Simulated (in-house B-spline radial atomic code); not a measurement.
Rh IV (Rh3+) is squeezed into an impenetrable sphere of radius R (the orbitals vanish at R). No spin polarisation. Caution: exact exchange at fractional occupations of open shells leaves self-interaction of up to several eV. All numbers are computed (non-relativistic B3LYP, spherical fractional occupations; point nucleus) with a radial B-spline atomic code at the basis-set limit, not measured.

Energies in eV above the free ion in [Kr] 4d6:

```json
{"R (bohr)": "9.27", "highest level (eV)": "-40.5", "[Kr] 4d6": "0", "[Ar] 3d10 4s2 4p5 4d6 4f1": "81.3", "[Kr] 4d5 4f1": "33.02", "-dE/dV in [Kr] 4d6 (GPa)": "3.9e-07"}
{"R (bohr)": "6.61", "highest level (eV)": "-40.5", "[Kr] 4d6": "0.0003734", "[Ar] 3d10 4s2 4p5 4d6 4f1": "81.83", "[Kr] 4d5 4f1": "33.58", "-dE/dV in [Kr] 4d6 (GPa)": "0.00217"}
{"R (bohr)": "5.29", "highest level (eV)": "-40.5", "[Kr] 4d6": "0.01647", "[Ar] 3d10 4s2 4p5 4d6 4f1": "83.15", "[Kr] 4d5 4f1": "34.97", "-dE/dV in [Kr] 4d6 (GPa)": "0.141"}
{"R (bohr)": "4.41", "highest level (eV)": "-40.3", "[Kr] 4d6": "0.1836", "[Ar] 3d10 4s2 4p5 4d6 4f1": "85.41", "[Kr] 4d5 4f1": "37.33", "-dE/dV in [Kr] 4d6 (GPa)": "2.18"}
{"R (bohr)": "3.8", "highest level (eV)": "-39.8", "[Kr] 4d6": "0.9228", "[Ar] 3d10 4s2 4p5 4d6 4f1": "88.74", "[Kr] 4d5 4f1": "40.75", "-dE/dV in [Kr] 4d6 (GPa)": "14.4"}
{"R (bohr)": "3.08", "highest level (eV)": "-37.2", "[Kr] 4d6": "6.033", "[Ar] 3d10 4s2 4p5 4d6 4f1": "99.17", "[Kr] 4d5 4f1": "51.08", "-dE/dV in [Kr] 4d6 (GPa)": "144"}
{"R (bohr)": "2.49", "highest level (eV)": "-29.6", "[Kr] 4d6": "29.63", "[Ar] 3d10 4s2 4p5 4d6 4f1": "130.8", "[Kr] 4d5 4f1": "81.49", "-dE/dV in [Kr] 4d6 (GPa)": "1150"}
{"R (bohr)": "2.23", "highest level (eV)": "-21.7", "[Kr] 4d6": "62.33", "[Ar] 3d10 4s2 4p5 4d6 4f1": "169", "[Kr] 4d5 4f1": "118.1", "-dE/dV in [Kr] 4d6 (GPa)": "3170"}
{"R (bohr)": "1.75", "highest level (eV)": "14.4", "[Kr] 4d6": "271", "[Ar] 3d10 4s2 4p5 4d6 4f1": "392.3", "[Kr] 4d5 4f1": "334.9", "-dE/dV in [Kr] 4d6 (GPa)": "24600"}
{"R (bohr)": "1.44", "highest level (eV)": "77.2", "[Kr] 4d6": "758.4", "[Ar] 3d10 4s2 4p5 4d6 4f1": "888.8", "[Kr] 4d5 4f1": "823.6", "-dE/dV in [Kr] 4d6 (GPa)": "108000"}
```

Problem. Does [Ar] 3d10 4s2 4p5 4d6 4f1 fall below [Kr] 4d6 under compression?

Solution. No, it stays above over the whole range.

Problem. Does [Kr] 4d5 4f1 fall below [Kr] 4d6 under compression?

Solution. No, it stays above over the whole range.

The highest level is first positive in the row R = 1.75 bohr, pushed up by confinement above the zero of the free ion's potential. Each configuration is held fixed and needn't be the lowest in the sphere.
